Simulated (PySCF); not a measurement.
HN$_{2}$, charge +1, singlet, at a GFN2-xTB geometry; MP2/cc-pVDZ in PySCF.

Input for PySCF:
```python
from pyscf import gto, scf, mp

mol = gto.Mole()
mol.atom = '''
    N    -0.00000000   -0.00000000   -0.43539476
    N     0.00000000    0.00000000    0.64482984
    H    -0.00000000   -0.00000000   -1.46604558
'''
mol.basis = 'cc-pvdz'
mol.charge = 1
mol.verbose = 4
mol.build()

mf = scf.RHF(mol)
mf.kernel()

pt = mp.MP2(mf, frozen=2)
pt.kernel()
print('E(MP2) = %.10f' % pt.e_tot)
```

Output, abridged:

```
PySCF version 2.14.0

[INPUT] verbose = 4
[INPUT] num. atoms = 3
[INPUT] num. electrons = 14
[INPUT] charge = 1
[INPUT] spin (= nelec alpha-beta = 2S) = 0
[INPUT] symmetry False subgroup None
[INPUT] Mole.unit = angstrom
[INPUT] Symbol           X                Y                Z      unit          X                Y                Z       unit  Magmom
[INPUT]  1 N      0.000000000000   0.000000000000  -0.435394760000 AA    0.000000000000   0.000000000000  -0.822776852471 Bohr   0.0
[INPUT]  2 N      0.000000000000   0.000000000000   0.644829840000 AA    0.000000000000   0.000000000000   1.218551794547 Bohr   0.0
[INPUT]  3 H      0.000000000000   0.000000000000  -1.466045580000 AA    0.000000000000   0.000000000000  -2.770424632329 Bohr   0.0

nuclear repulsion = 29.3528892622599
number of shells = 13
number of NR pGTOs = 59
number of NR cGTOs = 33
basis = cc-pvdz
ecp = {}

******** <class 'pyscf.scf.hf.RHF'> ********
method = RHF
initial guess = minao
damping factor = 0
level_shift factor = 0
DIIS = <class 'pyscf.scf.diis.CDIIS'>
diis_start_cycle = 1
diis_space = 8
diis_damp = 0
SCF conv_tol = 1e-09
SCF conv_tol_grad = None
SCF max_cycles = 50
direct_scf = True
direct_scf_tol = 1e-13
Set gradient conv threshold to 3.16228e-05
Initial guess from minao.
init E= -109.789654756033
  HOMO = -0.489551344027717  LUMO = 0.0514372842630868  gap/eV = 14.72105
cycle= 1 E= -109.065648042932  delta_E= 0.724  |g|= 0.556  |ddm|= 1.81
  HOMO = -1.04791320943458  LUMO = -0.264127204908911  gap/eV = 21.32790
cycle= 2 E= -109.133267146509  delta_E= -0.0676  |g|= 0.284  |ddm|= 0.531
  HOMO = -0.99676666539906  LUMO = -0.194399472261934  gap/eV = 21.83352
cycle= 3 E= -109.146203841871  delta_E= -0.0129  |g|= 0.0912  |ddm|= 0.19
  HOMO = -0.982328271377629  LUMO = -0.175625455633984  gap/eV = 21.95150
cycle= 4 E= -109.147994014374  delta_E= -0.00179  |g|= 0.0235  |ddm|= 0.0697
  HOMO = -0.984491591771498  LUMO = -0.177169025590592  gap/eV = 21.96837
cycle= 5 E= -109.148125319466  delta_E= -0.000131  |g|= 0.00288  |ddm|= 0.0194
  HOMO = -0.984288704100702  LUMO = -0.177053543743188  gap/eV = 21.96599
cycle= 6 E= -109.148129594599  delta_E= -4.28e-06  |g|= 0.000847  |ddm|= 0.00642
  HOMO = -0.984274680327614  LUMO = -0.177049029952432  gap/eV = 21.96573
cycle= 7 E= -109.148129794009  delta_E= -1.99e-07  |g|= 0.000137  |ddm|= 0.00165
  HOMO = -0.984276176787042  LUMO = -0.177057618260669  gap/eV = 21.96554
cycle= 8 E= -109.148129798173  delta_E= -4.16e-09  |g|= 9.6e-06  |ddm|= 0.000136
  HOMO = -0.984275758916518  LUMO = -0.177057302902828  gap/eV = 21.96553
cycle= 9 E= -109.1481297982  delta_E= -2.65e-11  |g|= 1.08e-06  |ddm|= 1.53e-05
  HOMO = -0.984275795870036  LUMO = -0.177057302148801  gap/eV = 21.96553
Extra cycle  E= -109.1481297982  delta_E= -2.84e-13  |g|= 4.21e-07  |ddm|= 1.2e-06
converged SCF energy = -109.1481297982

******** <class 'pyscf.mp.mp2.RMP2'> ********
nocc = 5, nmo = 31
frozen orbitals 2
E(RMP2) = -109.456946733045  E_corr = -0.308816934844425
E(SCS-RMP2) = -109.449705741001  E_corr = -0.301575942800372
E_corr(same-spin) = -0.0796204373226214
E_corr(oppo-spin) = -0.229196497521804
E(MP2) = -109.4569467330
```
